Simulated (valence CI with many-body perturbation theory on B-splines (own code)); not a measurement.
**Level structure of Mo27+**

Method: configuration interaction combined with many-body perturbation theory (CI+MBPT): five valence electrons over a frozen Dirac-Fock core [Ne], a basis of 9 s, 9 p, 8 d, 6 f, 3 g, 1 h functions for each j, with the one-electron correlation potential Σ1, the two-electron term Σ2, the three-electron term Σ3, Breit, model QED; selected CI, second order for the rest, scaled by the run's own slope (own B-spline code, finite nucleus).

No measured spectrum was set against this ion. As an estimate, large intervals hold to a few tenths of a per cent, small ones and those within an open d or f shell to about a per cent. Among the levels kept, up to 1700 cm⁻¹ of a level comes from second order outside the variational space, and about a tenth of that is noise between levels of different J, which matters for small intervals.

Levels 1 to 33 of 33, with energies above the lowest level, (3s^2 3p1/2^2 3p3/2) J=3/2. "Leading %" is the weight of the configuration and term that name the level; weights of strongly mixed levels are sums over their largest components and can fall short, so below about 35 % the name and the second component can differ from the true leading terms, or belong to a minority configuration. In the jj column 3d3/2^4 stands for four electrons in 3d with j = 3/2. Lifetimes count E1, E2, E3, M1 and M2 decay at the calculated energies, and are blank where another channel may lead or the interval is too uncertain; long ones can be off by a factor of two.

```tsv
No.	Configuration	Term	J	E (eV)	Leading %	Second component	Lifetime	Leading jj
1	3s²3p³	⁴S°	3/2	0.00	46	34 % 3s²3p³ ²P°		3s^2 3p1/2^2 3p3/2 (91 %)
2	3s²3p³	²D°	3/2	19.45	52	41 % 3s²3p³ ⁴S°	12.0 μs	3s^2 3p1/2 3p3/2^2 (92 %)
3	3s²3p³	²D°	5/2	24.90	98		60.8 μs	3s^2 3p1/2 3p3/2^2 (98 %)
4	3s²3p³	²P°	1/2	32.01	97		9.23 μs	3s^2 3p1/2 3p3/2^2 (97 %)
5	3s²3p³	²P°	3/2	51.27	59	28 % 3s²3p³ ²D°	3.52 μs	3s^2 3p3/2^3 (95 %)
6	3s3p⁴	⁴P	5/2	89.47	76	12 % 3s3p⁴ ²D	147 ps	3s 3p1/2^2 3p3/2^2 (83 %)
7	3s3p⁴	⁴P	3/2	99.74	39	18 % 3s3p⁴ ²D	78.3 ps	3s 3p1/2^2 3p3/2^2 (47 %)
8	3s3p⁴	⁴P	1/2	102.91	60	26 % 3s3p⁴ ²S	56.2 ps	3s 3p1/2^2 3p3/2^2 (65 %)
9	3s²3p²3d	⁴F	3/2	109.85	34	34 % 3s3p⁴ ⁴P	143 ps	3s^2 3p1/2^2 3d3/2 (51 %)
10	3s3p⁴	²D	3/2	116.96	38	18 % 3s²3p²3d ⁴F	40.0 ps	3s 3p1/2 3p3/2^3 (37 %)
11	3s²3p²3d	⁴F	5/2	117.79	40	17 % 3s²3p²3d ⁴D	72.3 ps	3s^2 3p1/2^2 3d5/2 (57 %)
12	3s3p⁴	²D	5/2	120.68	51	18 % 3s²3p²3d ²D	88.1 ps	3s 3p1/2 3p3/2^3 (53 %)
13	3s²3p²3d	²P	3/2	124.32	34	19 % 3s²3p²3d ⁴F	153 ps	3s^2 3p1/2 3p3/2 3d3/2 (65 %)
14	3s²3p²3d	⁴D	1/2	125.44	38	24 % 3s²3p²3d ²P	56.1 ps	3s^2 3p1/2 3p3/2 3d3/2 (64 %)
15	3s²3p²3d	²F	5/2	127.70	60	32 % 3s²3p²3d ⁴F	456 ps	3s^2 3p1/2 3p3/2 3d3/2 (84 %)
16	3s²3p²3d	⁴F	7/2	131.06	69	17 % 3s²3p²3d ²G	2.29 ns	3s^2 3p1/2 3p3/2 3d3/2 (57 %)
17	3s²3p²3d	⁴D	7/2	132.79	48	38 % 3s²3p²3d ²F	109 ns	3s^2 3p1/2 3p3/2 3d5/2 (78 %)
18	3s²3p²3d	⁴D	1/2	133.97	49	16 % 3s3p⁴ ²S	23.3 ps	3s^2 3p1/2 3p3/2 3d3/2 (32 %)
19	3s²3p²3d	⁴D	3/2	136.32	54	12 % 3s3p⁴ ²P	27.6 ps	3s^2 3p1/2 3p3/2 3d5/2 (31 %)
20	3s²3p²3d	⁴F	9/2	137.51	62	36 % 3s²3p²3d ²G		3s^2 3p1/2 3p3/2 3d5/2 (89 %)
21	3s²3p²3d	⁴D	5/2	139.79	32	17 % 3s²3p²3d ⁴F	21.7 ps	3s^2 3p1/2 3p3/2 3d5/2 (68 %)
22	3s3p⁴	²P	3/2	147.21	33	15 % 3s²3p²3d ²P	3.79 ps	3s^2 3p1/2 3p3/2 3d3/2 (35 %)
23	3s²3p²3d	²G	7/2	147.56	58	14 % 3s²3p²3d ⁴F	47.0 ps	3s^2 3p1/2 3p3/2 3d5/2 (52 %)
24	3s²3p²3d	⁴P	5/2	148.03	48	20 % 3s²3p²3d ⁴D	4.91 ps	3s^2 3p1/2 3p3/2 3d3/2 (36 %)
25	3s²3p²3d	²P	1/2	148.95	34	29 % 3s²3p²3d ⁴P	9.17 ps	3s^2 3p3/2^2 3d5/2 (39 %)
26	3s²3p²3d	⁴P	3/2	151.20	34	34 % 3s²3p²3d ²P	4.98 ps	3s^2 3p1/2 3p3/2 3d5/2 (41 %)
27	3s²3p²3d	²S	1/2	151.78	24	20 % 3s²3p²3d ⁴P	6.26 ps	3s^2 3p1/2 3p3/2 3d3/2 (63 %)
28	3s²3p²3d	²D	3/2	155.23	72	8 % 3s²3p²3d ⁴P	15.2 ps	3s^2 3p1/2 3p3/2 3d5/2 (59 %)
29	3s²3p²3d	²D	5/2	157.76	56	36 % 3s²3p²3d ²F	4.71 ps	3s^2 3p1/2 3p3/2 3d5/2 (50 %)
30	3s²3p²3d	²F	7/2	158.14	48	36 % 3s²3p²3d ⁴D	334 ps	3s^2 3p3/2^2 3d5/2 (94 %)
31	3s²3p²3d	²G	9/2	161.18	62	36 % 3s²3p²3d ⁴F	7.97 μs	3s^2 3p3/2^2 3d5/2 (89 %)
32	3s²3p²3d	²P	1/2	164.27	47	27 % 3s²3p²3d ²S	5.26 ps	3s^2 3p1/2 3p3/2 3d5/2 (66 %)
33	3s²3p²3d	²P	1/2	166.71	47	23 % 3s²3p²3d ⁴P	4.55 ps	3s^2 3p3/2^2 3d3/2 (63 %)
```

The ionisation energy to 3s²3p² ³P0 of the next ion comes out as 1450.1 eV (NIST: 1462 ± 6 eV (semi-empirical)). All 33 levels together are meant to be complete up to 167.62 eV.
